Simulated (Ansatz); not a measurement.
`B1[NH][AlH][SiH2]1` at its PBE0-D4/def2-TZVP geometry, where that method's forces vanish. Total charge 0; spin multiplicity 1.

```csv
atom,x (Å),y (Å),z (Å)
B1,-0.8479,-0.7472,0.2240
N2,-1.0268,0.1496,-0.8506
Al3,0.5167,1.1274,-0.8678
Si4,0.9981,-0.3015,1.0071
H5,-1.6723,-1.5635,0.5298
H6,-1.8735,0.1311,-1.4031
H7,0.8157,2.2770,-1.9242
H8,2.0587,-1.3424,0.9019
H9,1.0314,0.2695,2.3828
```

(1) For each bond, give half the difference of the two atoms' forces along it (eV/Å; positive pushes the atoms apart) under PBE-D4, r2SCAN-D4, B3LYP-D4, ωB97M-V in def2-TZVPP. (Estimate.)

Results:

(1) The calculation gave: 
```csv
bond,length (Å),PBE-D4,r2SCAN-D4,B3LYP-D4,ωB97M-V
B1–N2,1.411,0.18,0.17,0.09,0.13
B1–Si4,2.054,-0.10,0.01,0.11,0.05
B1–H5,1.200,0.02,-0.05,-0.18,-0.16
N2–Al3,1.827,0.13,0.00,0.11,0.07
N2–H6,1.011,0.16,-0.02,-0.03,-0.07
Al3–Si4,2.406,-0.01,0.02,0.16,0.07
Al3–H7,1.590,0.01,-0.01,-0.16,-0.15
Si4–H8,1.490,0.09,-0.02,-0.08,-0.10
Si4–H9,1.490,0.09,-0.02,-0.08,-0.10
```

B3LYP here is the variant with VWN-RPA as its local correlation; programs differ in this.

Program: Ansatz 0.2.0.
